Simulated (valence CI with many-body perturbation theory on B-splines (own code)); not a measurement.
# Which ion has this spectrum?

A relativistic CI+MBPT calculation for an atom or ion with 13 electrons gives these levels (cm⁻¹):

```
  J  Parity       E     g
1/2     odd       0  0.67
3/2     odd    7554  1.33
1/2    even  160323  2.67
3/2    even  163180  1.73
5/2    even  167241  1.60
3/2    even  212078  0.80
5/2    even  212633  1.20
1/2    even  264728  1.92
1/2    even  281345  0.75
3/2    even  285523  1.33
3/2    even  345376  0.80
5/2    even  345919  1.20
3/2     odd  413356  0.81
5/2     odd  414322  1.20
```

The energies are calculated, with errors of perhaps 200 cm⁻¹, more in some levels.

Q: Which is it?
A. Ti9+
B. Cr11+
C. V10+
D. Mn12+

A: A. Ti9+, ground level 3s2 3p 2P°_1/2.
